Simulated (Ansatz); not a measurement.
Reactions of C2HCl2FSi, SMILES `C#C[Si](F)(Cl)Cl`.

Computed with Ansatz on PBE0-D4/def2-TZVP structures; ΔE is electronic, products minus reactants. CCSD(T)/CBS adds triple-zeta CCSD(T) − MP2 to the extrapolated MP2 energy (def2 sets, frozen cores). This one scheme is used for every species, atoms too. Functionals use def2-TZVPP. Open shells (•) are unrestricted, without spin–orbit coupling. Spin–orbit coupling would lower the free atoms: a little for C, Cl, F, Si. One conformer a species, not always the lowest.

| reaction | PBE0-D4 (kcal/mol) | B97M-V (kcal/mol) |
| --- | --- | --- |
| `C#C[Si](F)(Cl)Cl` + H₂ → `C#C[SiH](F)Cl` + HCl | 18.8 | 19.8 |
| `C#C[Si](F)(Cl)Cl` → `Cl[Si]Cl` + `C#CF` | 107.3 | 110.5 |
| `C#C[Si](F)(Cl)Cl` + `C#C` → `C#C[Si](Cl)(Cl)C#C` + H–F | 23.8 | 27.1 |
| `C#C[Si](F)(Cl)Cl` → 2 C• + 2 Cl• + F• + H• + Si• | 716.5 | 720.9 |
| `C#C[Si](F)(Cl)Cl` + H₂S → `F[Si](S)(Cl)Cl` + `C#C` | -5.7 | -4.3 |
| `C#C[Si](F)(Cl)Cl` → F• + `C#C[Si](Cl)Cl`• | 150.9 | 155.7 |

Task: Give the CCSD(T)/CBS values in the same order. (Best estimate.)

Result: Ansatz gave: 18.7, 112.7, 24.8, 716.2, -4.8, 159.7 kcal/mol.

Largest T1 diagnostic: 0.019, for `C#C[Si](Cl)Cl`•.
